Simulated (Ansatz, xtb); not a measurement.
## Two isomers of C4H9NOSi

We compare I, `C=C1CCN[SiH2]O1`, a singlet, with II, `[SiH3]OC1=NCCC1`, a singlet. Both are isolated molecules in the gas phase, relaxed with PBE-D3(BJ)/def2-SVP; the shapes shown needn't be the lowest conformers.

I (Å):

| atom | x (Å) | y (Å) | z (Å) |
| --- | --- | --- | --- |
| C | -2.9942 | 0.5810 | -3.6567 |
| C | -2.1370 | 0.1811 | -2.6955 |
| C | -2.4793 | 0.0834 | -1.2262 |
| C | -2.1489 | -1.2868 | -0.6060 |
| N | -0.7216 | -1.5805 | -0.7410 |
| O | -0.8346 | -0.1257 | -3.0189 |
| Si | 0.0414 | -1.3780 | -2.2894 |
| H | -4.0223 | 0.8675 | -3.3986 |
| H | -2.6675 | 0.6461 | -4.7040 |
| H | -3.5541 | 0.3094 | -1.0856 |
| H | -1.8937 | 0.8536 | -0.6761 |
| H | -2.4144 | -1.2584 | 0.4719 |
| H | -2.8059 | -2.0626 | -1.0745 |
| H | -0.3610 | -2.2596 | -0.0683 |
| H | -0.0228 | -2.5675 | -3.2187 |
| H | 1.4755 | -0.9633 | -2.1421 |

II (Å):

```xyz
16

C    -1.5760   -0.2301   -2.1292
C    -1.9272   -2.0393   -0.8762
C    -0.6373   -2.3343   -1.6967
C    -0.2514   -0.9489   -2.2513
N    -2.4786   -0.7918   -1.4059
O    -1.7709    0.9595   -2.7209
Si   -3.3209    1.6834   -2.4313
H    -4.4271    0.8402   -2.9869
H    -3.2086    2.9595   -3.2116
H    -3.5147    1.9873   -0.9776
H    -2.6740   -2.8577   -0.9422
H    -1.7064   -1.9071    0.2083
H    -0.8770   -3.0189   -2.5358
H     0.1621   -2.8127   -1.0985
H     0.5060   -0.4227   -1.6286
H     0.1334   -0.9497   -3.2902
```

Problem. Estimate E(II) − E(I) at the level CCSD(T)/def2-SVP + ΔMP2/def2-TZVPP.

Solution. Calculated at CCSD(T)/def2-SVP + ΔMP2/def2-TZVPP: E(II) − E(I) = +0.343 eV, so structure I lies lower.

How the difference moves with the method:

| level | geometry | E(II) − E(I) (eV) | departure from the last row (eV) | job, with rough time for the two |
| --- | --- | --- | --- | --- |
| GFN2-xTB | GFN2-xTB | −0.223 | −0.566 | optimisation, 0.33 s |
| HF/STO-3G | GFN2-xTB | −0.481 | −0.824 | single point, 0.4 s |
| r2SCAN-D4/def2-SVP | GFN2-xTB | +0.207 | −0.136 | single point, 4.4 s |
| PBE-D3(BJ)/def2-SVP | PBE-D3(BJ)/def2-SVP | +0.091 | −0.252 | optimisation, 57 s |
| HF/def2-SVP | PBE-D3(BJ)/def2-SVP | +0.249 | −0.094 | part of the CCSD(T) run |
| MP2/def2-SVP | PBE-D3(BJ)/def2-SVP | +0.120 | −0.223 | part of the CCSD(T) run |
| CCSD(T)/def2-SVP | PBE-D3(BJ)/def2-SVP | +0.108 | −0.235 | single point |
| CCSD(T)/def2-SVP + ΔMP2/def2-TZVPP | PBE-D3(BJ)/def2-SVP | +0.343 |  | single point, 88 s |

As drawn, II has 1 C=N, 1 C–C, 1 Si–H in place of 1 C=C, 1 N–Si, 1 N–H. Structure I has a 6-membered ring, II a 5-membered ring.

GFN2-xTB, HF/STO-3G put the two in the other order. The largest departure from CCSD(T)/def2-SVP + ΔMP2/def2-TZVPP is that of HF/STO-3G, 0.824 eV. The last row adds to CCSD(T) the change of the MP2 difference between the two basis sets, here +0.235 eV, a large step that makes the value less sure.

With thermal terms from frequencies at re-optimised GFN2-xTB minima (ideal gas, soft modes damped towards free rotors, one conformer each, 298.15 K, 1 atm): the zero-point term adds −0.055 eV; ΔH is +0.297 and ΔG +0.256 eV.

The correlated steps freeze 11 core orbitals. Run with Ansatz 0.2.0, xtb 6.7.1; the last row on 4 threads of Arm Neoverse V1 on a shared host.
